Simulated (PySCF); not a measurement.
Job file and geometry (Å, from GFN2-xTB) of an NMR shielding run on `CC#[N+][BH2-][C@@H]1[SiH2][C@H]1C`, C₅H₁₂BNSi, PySCF, GIAO PBE0/pcSseg-1 NMR shielding, non-relativistic, gas phase; density fitting, a coarse starting grid and PySCF grid level 2 are the driver's defaults:

```
$ OMP_NUM_THREADS=1 python probes_run.py task.json out

{"job": {"kind": "nmr", "xc": "PBE0", "basis": "pcSseg-1"}, "charge": 0, "multiplicity": 1}
C      2.885065    -1.834548    -0.207242
C      2.222334    -0.592794    -0.473530
N      1.680712     0.399249    -0.694255
B      0.767003     1.529863    -0.937799
C     -0.689117     0.816170    -0.857964
Si    -2.259879     1.720685    -0.351282
C     -1.252541     0.369065     0.499703
C     -1.733610    -1.056019     0.637654
H      3.461296    -2.140468    -1.080899
H      3.558210    -1.720953     0.642866
H      2.147443    -2.605072     0.021946
H      1.033041     1.947987    -2.022251
H      0.966281     2.315757    -0.064050
H     -0.839837     0.062186    -1.630168
H     -3.516453     1.326612    -0.974971
H     -2.220353     3.071239     0.179891
H     -0.646364     0.674133     1.348419
H     -2.367214    -1.331614    -0.203509
H     -0.891408    -1.752128     0.668917
H     -2.309758    -1.188673     1.553476
```

Problem. Write the output of this run.

Solution. 
```
coarse grid: 16648 points
cycle   1  E = -566.1036503353  dE =  9.857e-01  |g| = 6.406e-01  |ddm| = 3.946e+00
cycle   2  E = -565.7642353136  dE =  3.394e-01  |g| = 1.325e+00  |ddm| = 1.962e+00
cycle   3  E = -566.2233964790  dE = -4.592e-01  |g| = 1.701e-01  |ddm| = 1.316e+00
cycle   4  E = -566.2282800861  dE = -4.884e-03  |g| = 8.810e-02  |ddm| = 1.591e-01
cycle   5  E = -566.2298391315  dE = -1.559e-03  |g| = 2.679e-02  |ddm| = 8.191e-02
cycle   6  E = -566.2300218357  dE = -1.827e-04  |g| = 4.231e-03  |ddm| = 2.637e-02
cycle   7  E = -566.2300259142  dE = -4.079e-06  |g| = 1.023e-03  |ddm| = 4.612e-03
final grid: 154632 points
cycle   8  E = -566.2745102934  dE = -4.585e-05  |g| = 8.885e-03  |ddm| = 3.355e-02
cycle   9  E = -566.2744903774  dE =  1.992e-05  |g| = 1.231e-02  |ddm| = 2.046e-02
cycle  10  E = -566.2745300621  dE = -3.968e-05  |g| = 2.402e-03  |ddm| = 1.356e-02
cycle  11  E = -566.2745313465  dE = -1.284e-06  |g| = 6.792e-04  |ddm| = 1.936e-03
cycle  12  E = -566.2745314420  dE = -9.551e-08  |g| = 2.095e-04  |ddm| = 6.330e-04
cycle  13  E = -566.2745314515  dE = -9.463e-09  |g| = 4.516e-05  |ddm| = 1.517e-04
cycle  14  E = -566.2745314519  dE = -4.851e-10  |g| = 1.417e-05  |ddm| = 6.426e-05
converged SCF energy = -566.2745314519

GIAO shielding tensors (ppm)
atom      isotropic    diamagn.    paramagn.     s11        s22        s33       span
  0 C      184.242     248.912     -64.670    175.690    177.199    199.837     24.147
  1 C       68.481     274.085    -205.604    -18.212    -13.053    236.707    254.919
  2 N       26.190     332.353    -306.163   -136.301   -118.954    333.825    470.126
  3 B      132.106     188.761     -56.655    118.265    135.578    142.473     24.208
  4 C      166.658     254.964     -88.306    138.924    162.821    198.230     59.306
  5 Si     482.699     882.810    -400.111    388.458    396.192    663.446    274.988
  6 C      172.407     252.106     -79.699    141.551    170.257    205.412     63.861
  7 C      162.811     247.033     -84.222    147.629    154.001    186.803     39.173
  8 H       29.282      24.904       4.377     24.252     26.865     36.728     12.476
  9 H       29.291      26.429       2.862     24.429     26.801     36.644     12.215
 10 H       29.253      30.613      -1.360     24.179     28.358     35.223     11.044
 11 H       29.430      29.144       0.286     24.827     29.835     33.626      8.800
 12 H       30.260      31.113      -0.852     25.942     30.992     33.848      7.905
 13 H       31.785      35.141      -3.357     27.133     30.145     38.076     10.942
 14 H       29.403      31.732      -2.329     23.823     27.567     36.818     12.995
 15 H       29.314      31.519      -2.205     23.605     27.199     37.138     13.533
 16 H       30.957      34.925      -3.968     25.750     29.072     38.051     12.301
 17 H       31.062      31.872      -0.810     26.640     29.189     37.356     10.716
 18 H       30.220      33.924      -3.704     24.591     29.310     36.759     12.168
 19 H       29.739      29.722       0.017     24.492     27.055     37.671     13.179
```

Size and cost of the density-fitted run: 203 basis functions, 60 s wall time on 1 thread of an Arm Neoverse N1, shared host; peak memory 0.93 GiB.
